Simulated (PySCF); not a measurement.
Gas-phase reaction: SnH3Cl + 2 SnF3 = SnH2F2 + SnF4 + SnHCl. Level: PBE0/def2-QZVP†; standard pressure 1 bar.

Computed with PySCF and rigid-rotor harmonic-oscillator thermochemistry at 1 bar. † marks an energy on the PBE0/def2-TZVP geometry and frequencies. Open shells (unrestricted): SnF3 (multiplicity 2); the rest are closed-shell singlets. Sn: scalar-relativistic def2 core potential, no spin-orbit coupling. SnH3Cl, SnF3, SnH2F2, SnHCl: computed as isolated molecules; such fragments, hydroxides, amides, oligomers or adducts are transient or little studied in the gas. The harmonic model lacks anharmonicity and excited electronic states, which grow with temperature; levels with a mode under 35 cm⁻¹ are left out.

```csv
T (K),1000/T (1/K),log10 K
500,2.0000,9.19
600,1.6667,7.51
800,1.2500,5.40
1000,1.0000,4.14
1200,0.8333,3.30
1400,0.7143,?
```

Q: Fit log10 K = a + b·(1000/T) to the five rows, get the mean ΔH° and ΔS°, and predict log10 K at 1400 K.

A: Means: 1000/T = 1.3500, log10 K = 5.908. Sums of products about the means: Sxy = 4.65781, Sxx = 0.922278, so b = Sxy/Sxx = 5.05 and a = 5.908 − (5.05)×1.3500 = -0.91.
ΔH° = −R ln 10 × 1000 K × b = −19.145 × (5.05) = -97 kJ; ΔS° = R ln 10 × a = -17 J/K. The run's own values go from -97 kJ and -18 J/K at 500 K to -96 kJ and -17 J/K at 1400 K.
Prediction at 1400 K: -0.91 + (5.05)×0.7143 = 2.70. The computed value is 2.70, 0.00 from the line.
For scale, ΔH°(298 K) is -97 kJ at this level, -107 kJ at ωB97M-V/def2-TZVP†, and runs from -128 to -80 kJ over the 17 levels computed.
